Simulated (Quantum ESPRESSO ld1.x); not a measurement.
Input (ld1.x (Quantum ESPRESSO 7.5)):

```
 &input
    zed=41.0,
    iswitch=1,
    rel=2,
    dft='BLYP',
    config='[Kr] 4d0.5 5s2 5p0.5',
    rel_dist='energy',
    verbosity='high',
    lsmall=.true.,
    prefix='ld1',
    max_out_wfc=37,
    file_charge='ld1.rho',
 /
```

Output (excerpt):

```
     Program LD1 v.7.5 starts

     --------------------------- All-electron run ----------------------------

     dirac relativistic calculation

     atomic number is 41.00
     dft =BLYP   lsd =0 sic =0 latt =0  beta=0.20 tr2=1.0E-14
     Exchange-correlation= BLYP
                           (   1   3   1   3   0   0   0)
     mesh =2041 r(mesh) = 100.12585 a.u. xmin = -8.00 dx = 0.00800
     1 Ry =  13.60569312 eV, c = 137.03599908

     n l j   nl                  e(Ry)          e(Ha)          e(eV)
     Spin orbit split results
     1 0 0.5 1S 1( 2.00)   -1384.150947383    -692.075473692 -18832.3330260
     2 0 0.5 2S 1( 2.00)    -195.449520993     -97.724760497  -2659.2262037
     2 1 0.5 2P 1( 2.00)    -179.562217473     -89.781108737  -2443.0684274
     2 1 1.5 2P 1( 4.00)    -172.519253814     -86.259626907  -2347.2440252
     3 0 0.5 3S 1( 2.00)     -34.368621203     -17.184310601   -467.6089131
     3 1 0.5 3P 1( 2.00)     -28.391117983     -14.195558991   -386.2808387
     3 1 1.5 3P 1( 4.00)     -27.249284495     -13.624642248   -370.7454027
     4 0 0.5 4S 1( 2.00)      -6.307871749      -3.153935875    -85.8229673
     4 1 0.5 4P 1( 2.00)      -4.611340237      -2.305670119    -62.7404802
     4 1 1.5 4P 1( 4.00)      -4.443658443      -2.221829222    -60.4590531
     3 2 1.5 3D 1( 4.00)     -16.693265152      -8.346632576   -227.1234429
     3 2 2.5 3D 1( 6.00)     -16.480490669      -8.240245334   -224.2284986
     4 2 1.5 4D 1( 0.50)      -1.951029064      -0.975514532    -26.5451027
     4 2 2.5 4D 1( 0.00)      -1.932440586      -0.966220293    -26.2921936
     5 0 0.5 5S 1( 2.00)      -1.523163195      -0.761581597    -20.7236910
     5 1 0.5 5P 1( 0.50)      -1.131595109      -0.565797555    -15.3961358
     5 1 1.5 5P 1( 0.00)      -1.106710161      -0.553355080    -15.0575588
     Averaged results
     1 0     1S 1( 2.00)   -1384.150947383    -692.075473692 -18832.3330260
     2 0     2S 1( 2.00)    -195.449520993     -97.724760497  -2659.2262037
     2 1     2P 1( 6.00)    -174.866908367     -87.433454183  -2379.1854926
     3 0     3S 1( 2.00)     -34.368621203     -17.184310601   -467.6089131
     3 1     3P 1( 6.00)     -27.629895658     -13.814947829   -375.9238813
     4 0     4S 1( 2.00)      -6.307871749      -3.153935875    -85.8229673
     4 1     4P 1( 6.00)      -4.499552375      -2.249776187    -61.2195288
     3 2     3D 1(10.00)     -16.565600462      -8.282800231   -225.3864763
     4 2     4D 1( 0.50)      -1.939875977      -0.969937988    -26.3933572
     5 0     5S 1( 2.00)      -1.523163195      -0.761581597    -20.7236910
     5 1     5P 1( 0.50)      -1.115005143      -0.557502572    -15.1704178

     final scf error:  1.9E-15 reached in  25 iterations

     Etot =   -7638.893392 Ry,   -3819.446696 Ha, -103932.439291 eV

     Ekin =    7908.330052 Ry,    3954.165026 Ha,  107598.311797 eV
     Encl =  -18367.328205 Ry,   -9183.664102 Ha, -249900.231043 eV
     Eh   =    3056.964575 Ry,    1528.482288 Ha,   41592.121900 eV
     Exc  =    -236.859814 Ry,    -118.429907 Ha,   -3222.641944 eV

     normalization and overlap integrals

     s(1S/1S) =  1.000000  <r> =   0.0361  <r2> =    0.0018  r(max) =   0.0234
     LC norm =  0.97767286 + SC norm =  0.02232714 =  1.00000000
     s(2S/2S) =  1.000000  <r> =   0.1577  <r2> =    0.0294  r(max) =   0.1330
     LC norm =  0.99544483 + SC norm =  0.00455517 =  1.00000000
     s(2P/2P) =  1.000000  <r> =   0.1346  <r2> =    0.0222  r(max) =   0.1038
     LC norm =  0.99544044 + SC norm =  0.00455956 =  1.00000000
     s(2P/2P) =  1.000000  <r> =   0.1391  <r2> =    0.0236  r(max) =   0.1080
     LC norm =  0.99558344 + SC norm =  0.00441656 =  1.00000000
     s(3S/3S) =  1.000000  <r> =   0.4431  <r2> =    0.2252  r(max) =   0.3947
     LC norm =  0.99880093 + SC norm =  0.00119907 =  1.00000000
     s(3P/3P) =  1.000000  <r> =   0.4386  <r2> =    0.2243  r(max) =   0.3823
     LC norm =  0.99885390 + SC norm =  0.00114610 =  1.00000000
     s(3P/3P) =  1.000000  <r> =   0.4491  <r2> =    0.2349  r(max) =   0.3916
     LC norm =  0.99889257 + SC norm =  0.00110743 =  1.00000000
     s(4S/4S) =  1.000000  <r> =   1.1364  <r2> =    1.4607  r(max) =   1.0227
     LC norm =  0.99972662 + SC norm =  0.00027338 =  1.00000000
     s(4P/4P) =  1.000000  <r> =   1.2380  <r2> =    1.7491  r(max) =   1.0903
     LC norm =  0.99976797 + SC norm =  0.00023203 =  1.00000000
     s(4P/4P) =  1.000000  <r> =   1.2652  <r2> =    1.8265  r(max) =   1.1168
     LC norm =  0.99977611 + SC norm =  0.00022389 =  1.00000000
     s(3D/3D) =  1.000000  <r> =   0.4307  <r2> =    0.2238  r(max) =   0.3337
     LC norm =  0.99900599 + SC norm =  0.00099401 =  1.00000000
     s(3D/3D) =  1.000000  <r> =   0.4342  <r2> =    0.2273  r(max) =   0.3364
     LC norm =  0.99901716 + SC norm =  0.00098284 =  1.00000000
     s(4D/4D) =  1.000000  <r> =   1.6667  <r2> =    3.2623  r(max) =   1.3640
     LC norm =  0.99986635 + SC norm =  0.00013365 =  1.00000000
     s(4D/4D) =  1.000000  <r> =   1.6785  <r2> =    3.3081  r(max) =   1.3640
     LC norm =  0.99986796 + SC norm =  0.00013204 =  1.00000000
     s(5S/5S) =  1.000000  <r> =   2.8171  <r2> =    8.8916  r(max) =   2.5662
     LC norm =  0.99994294 + SC norm =  0.00005706 =  1.00000000
     s(5P/5P) =  1.000000  <r> =   3.2653  <r2> =   11.9782  r(max) =   2.9401
     LC norm =  0.99995602 + SC norm =  0.00004398 =  1.00000000
     s(5P/5P) =  1.000000  <r> =   3.3238  <r2> =   12.4063  r(max) =   3.0115
     LC norm =  0.99995724 + SC norm =  0.00004276 =  1.00000000

     LC charge = 38.89834754 + SC charge =  0.10165246 = 39.00000000

     ------------------------ End of All-electron run ------------------------
```

Run on one thread of a shared host, so times are rough (Intel(R) Xeon(R) Processor @ 2.60GHz): 0.48 s of CPU time, 1.6 s wall, 25 iterations on 2041 mesh points.
